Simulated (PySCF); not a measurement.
Cl2Ge, SMILES [Cl][Ge][Cl] (connectivity only; charge and spin as stated), charge +1, multiplicity 2. Atoms are numbered in the order given.

```xyz
3

Ge     0.0000     0.0000     0.5304
Cl     0.0000    -1.8016    -0.4992
Cl     0.0000     1.8016    -0.4992
```
Charge +1, spin multiplicity 2.

The structure is a stationary point at PBE0-D3(BJ)/def2-TZVP. The multiplicity is an assumed one; other spin states were not compared. The isomer is the one that the SMILES or the coordinates give; other isomers of the formula were not compared.

Calculation: ωB97X/def2-TZVPD (PySCF).

Mulliken values depend strongly on the basis, most of all with diffuse functions as here. Atomic charges (e):

```csv
atom,meta-Löwdin,Mulliken,Mulliken spin
Ge1,?,1.00,0.53
Cl2,?,0.00,0.24
Cl3,?,0.00,0.24
```

Question: Complete the blanks. (Estimate from the structure and the level; the computed values follow.)

Answer: 
- Ge1, meta-Löwdin: 0.99
- Cl2, meta-Löwdin: 0.01
- Cl3, meta-Löwdin: 0.01
